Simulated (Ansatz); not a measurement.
`[F][Ge]([Cl])([Cl])[Cl]` + H₂O → `[OH][Ge]([F])([Cl])[Cl]` + HCl at 298.15 K and 1 bar (formal hydrolysis of a Ge–Cl bond).

Program: Ansatz. Geometries: PBE0-D4/def2-TZVP. ΔE: electronic, gas phase. CCSD(T)/CBS is the MP2 limit (def2-TZVPP, def2-QZVPP) plus CCSD(T) − MP2 in def2-TZVPP, frozen cores. This one scheme is used for every species. For Ge outer-core shells are correlated without core-valence functions, which leaves a few kJ/mol of doubt a bond. Scalar relativity is left out up to krypton. One conformer a species, not always the lowest.

| species | CCSD(T)/CBS energy (Eh) | H − E (kJ/mol) | S (J/(mol·K)) |
| --- | --- | --- | --- |
| `[F][Ge]([Cl])([Cl])[Cl]` | -3555.40119 | 38.0 | 349.1 |
| H₂O | -76.37941 | 66.4 | 188.7 |
| `[OH][Ge]([F])([Cl])[Cl]` | -3171.38906 | 71.0 | 360.7 |
| HCl | -460.38127 | 26.6 | 186.8 |

H − E and S are ideal-gas, rigid-rotor, harmonic terms from PBE0-D4/def2-TZVP, for one conformer and one mirror image of each species. 1 Eh = 2625.50 kJ/mol, R = 8.31446 J/(mol·K).

Task: By hand: ΔE, ΔH, ΔS and ΔG.

Result: ΔE = (-3171.38906) + (-460.38127) − (-3555.40119) − (-76.37941) = 0.01027 Eh = 27.0 kJ/mol. Δ(H − E) = 71.0 + 26.6 − 38.0 − 66.4 = -6.8, so ΔH = 20.2 kJ/mol. ΔS = 360.7 + 186.8 − 349.1 − 188.7 = 9.7 J/(mol·K). ΔG = 20.2 − 298.15 × (9.7)/1000 = 17.3 kJ/mol.

Task: By hand: the equilibrium constant, and the temperature at which ΔG would vanish if ΔH and ΔS stayed fixed.

Result: log₁₀ K = −ΔG/(RT ln 10) = -3.0. ΔG = 0 at ΔH/ΔS = 2082 K, though so small a ΔS makes that figure unsure.

The number of gas molecules stays the same, so ΔS is small and ΔH decides. A doubt of 5 kJ/mol in ΔE shifts log₁₀ K by 0.9 here. Other conformers and mirror images would add mixing entropy, several J/(mol·K) or more a flexible species. These are equilibria of isolated gas molecules and say nothing of rates. Largest T1 diagnostic: 0.011 (customary marks: 0.02 for closed shells, 0.045 for open ones).
